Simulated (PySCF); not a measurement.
CH₆GaNO₂, SMILES C[O][Ga]([NH2])[OH]. Atoms are numbered in the order given.

```xyz
11

Ga     0.1392     0.0896     0.3301
O      1.3784    -0.3292     1.5311
H      1.3971     0.2572     2.2929
O      0.1108    -0.9557    -1.1075
C     -0.7818    -0.7755    -2.1627
H     -0.6982     0.2213    -2.6402
H     -0.5727    -1.5254    -2.9447
H     -1.8411    -0.9081    -1.8639
N     -0.9957     1.4886     0.4802
H     -1.0968     2.0481     1.3166
H     -1.7564     1.6409    -0.1693
```

Geometry: PBE0-D3(BJ)/def2-SVP. The structure was generated by enumeration; whether it is a known compound was not checked. The values are those of a single conformer.

Two levels are set side by side: PBE/pcSseg-1 (PySCF) and HF/pcSseg-1 (PySCF). GIAO shifts against H2O (¹⁷O), NH3 (¹⁵N), TMS (¹H), TMS (¹³C) at the same level; non-relativistic, no solvent, atoms listed together averaged. Differences are taken from unrounded values.

```
quantity             PBE
------------------  ----
δ(¹⁷O) of O2 (ppm)  36.9
δ(¹H) of H3 (ppm)   1.28
δ(¹⁷O) of O4 (ppm)  47.3
δ(¹³C) of C5 (ppm)  60.1
δ(¹⁵N) of N9 (ppm)  20.9
```

Q: These are the PBE values. What does HF give? (An estimate is asked for; the answer gives what the named calculation found.)

A: 
```tsv
quantity	HF	PBE minus HF
δ(¹⁷O) of O2 (ppm)	-10.2	47.1
δ(¹H) of H3 (ppm)	1.06	0.22
δ(¹⁷O) of O4 (ppm)	-25.2	72.5
δ(¹³C) of C5 (ppm)	51.8	8.2
δ(¹⁵N) of N9 (ppm)	-5.4	26.3
```

Rough cost on one machine, each run with all the roots and properties that it gave: HF against PBE within a factor of 2.
